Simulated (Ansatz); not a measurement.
Ansatz results at the PBE0-D4/def2-TZVP geometry: HOMO energy (PBE0/def2-TZVPP) -6.25 eV; HOMO energy (PBE/def2-TZVPP) -5.23 eV; HOMO energy (ωB97M-V/def2-TZVPP) -8.32 eV.

Each molecule was computed in one conformer, which needn't be the lowest.

Task: Which molecule gave them?
A. `C[CH2][Sn][OH]`
B. `[NH2][Sn][NH2]`
C. `[F][Sn][Cl]`
D. `[NH2][Sn][Cl]`

Result: A. The others give `[NH2][Sn][Cl]`: -7.51, -6.34, -9.60; `[F][Sn][Cl]`: -8.30, -7.16, -10.38; `[NH2][Sn][NH2]`: -6.62, -5.29, -8.95.
